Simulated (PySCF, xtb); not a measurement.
C₄H₃BrClF, SMILES Cl/C=C(/C(=C)F)Br. One conformer was computed; it need not be the lowest.

Harmonic wavenumbers (cm⁻¹) from GFN2-xTB run with xtb at its own minimum, in rising order: 55, 122, 162, 179, 313, 354, 358, 480, 586, 586, 697, 769, 837, 873, 915, 967, 1205, 1229, 1363, 1581, 1670, 3066, 3139, 3180.

What does B3LYP-D3(BJ)/def2-SVP run with PySCF give at its own minimum? (Estimate from the structure and the level; the computed values follow.)

69, 145, 178, 199, 337, 380, 400, 520, 617, 638, 725, 834, 881, 884, 949, 999, 1262, 1324, 1386, 1635, 1721, 3186, 3231, 3300. Paired by order, the mean absolute difference is 46 cm⁻¹ and the zero-point energies are 35.3 and 36.9 kcal/mol.
